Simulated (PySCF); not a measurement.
**Level sweep**

Compound: sodium bromide, NaBr.
SMILES with atom numbers: `[Na:1][Br:2]`

PySCF, dipoles from the SCF density, polarisabilities from static response with core orbitals frozen. Isolated species at its PBE0-D3(BJ)/def2-SVP geometry, gas phase. Relativistic effects, spin–orbit coupling among them, are left out although an element past zinc is present.

Reference dipole: 9.092 D (measured, gas; NIST CCCBDB Release 22 (SRD 101), experimental dipoles). Reference dipole: 9.118 D (measured, gas; Liu, Meijer, Perez-Rios, Phys. Chem. Chem. Phys. 22 (2020) 24191). Errors are taken against the first value of each kind. The anisotropy is √(½[(α1 − α2)² + (α2 − α3)² + (α3 − α1)²]).

| level | μ (D) | error (%) | α (au) | anisotropy (au) |
| --- | --- | --- | --- | --- |
| LDA/def2-SVPD | 8.717 | -4.1 | 45.98 | 14.66 |
| PBE/def2-SVPD | 8.706 | -4.2 | 46.74 | 16.38 |
| B3LYP/def2-SVPD | 8.907 | -2.0 | 43.60 | 13.29 |
| PBE0/def2-SVPD | 9.053 | -0.4 | 41.39 | 10.15 |
| BHandHLYP/def2-SVPD | 9.189 | +1.1 | 39.09 | 8.68 |
| CAM-B3LYP/def2-SVPD | 9.075 | -0.2 | 40.69 | 9.66 |
| wB97X-D/def2-SVPD | 9.352 | +2.9 | 39.23 | 5.60 |
| LC-wPBE/def2-SVPD | 9.330 | +2.6 | 37.31 | 5.13 |
| HF/def2-SVPD | 9.584 | +5.4 | 35.17 | 3.81 |
| PBE0/def2-SVP | 8.641 | -5.0 | 31.63 | 17.68 |
| PBE0/6-31G* | 8.979 | -1.2 | 32.29 | 19.48 |
| PBE0/aug-cc-pVDZ | 9.033 | -0.6 | 40.29 | 12.17 |
| PBE0/def2-TZVP | 8.869 | -2.4 | 37.09 | 14.68 |
| PBE0/def2-TZVPD | 8.927 | -1.8 | 42.43 | 10.69 |
| PBE0/aug-cc-pVTZ | 8.981 | -1.2 | 42.31 | 11.13 |

For the dipole, the smallest error is 0.2% (CAM-B3LYP/def2-SVPD) and the largest 5.4% (HF/def2-SVPD). The dipole runs from 8.64 D (PBE0/def2-SVP) to 9.58 D (HF/def2-SVPD). No reference polarisability is at hand; against PBE0 in the largest diffuse basis at hand (aug-cc-pVTZ) the other PBE0 rows deviate by def2-SVP -25%, 6-31G* -24%, def2-SVPD -2%, aug-cc-pVDZ -5%, def2-TZVP -12%, def2-TZVPD 0%. In one basis (def2-SVPD) the functionals order the polarisability from HF (lowest) to PBE (highest), a spread of 33%. With PBE0 the polarisability is 33.67 au without diffuse functions (mean of def2-SVP, 6-31G* and def2-TZVP) and 41.60 au with them (mean of def2-SVPD, aug-cc-pVDZ, def2-TZVPD and aug-cc-pVTZ). Measured values can belong to vibrating molecules; the computed ones are for one fixed geometry.
